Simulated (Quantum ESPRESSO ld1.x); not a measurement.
The numbers below are computed, except where a source is named.
The aim is the iodine ion I+ in [Kr] 4d10 5s2 5p4. This ld1.x (Quantum ESPRESSO 7.5) run was made with `OMP_NUM_THREADS=1 ld1.x < ld1.in > ld1.out`. Can the result be used? Name any fault.

```
 &input
    zed=0.0,
    iswitch=1,
    rel=1,
    lsd=1,
    dft='PZ',
    config='[Kr] 4d10 5s2 5p4',
    verbosity='high',
    prefix='ld1',
    max_out_wfc=37,
    file_charge='ld1.rho',
 /
```

Output (excerpt):

```
     Program LD1 v.7.5 starts

WARNING: Atom    not found
```

Answer. No (crashed). The line at issue: zed=0.0. A zed of zero is read as not set; no element symbol is given either, so there is no nucleus and the run dies. The sound input gives -7110.2178 hartree.
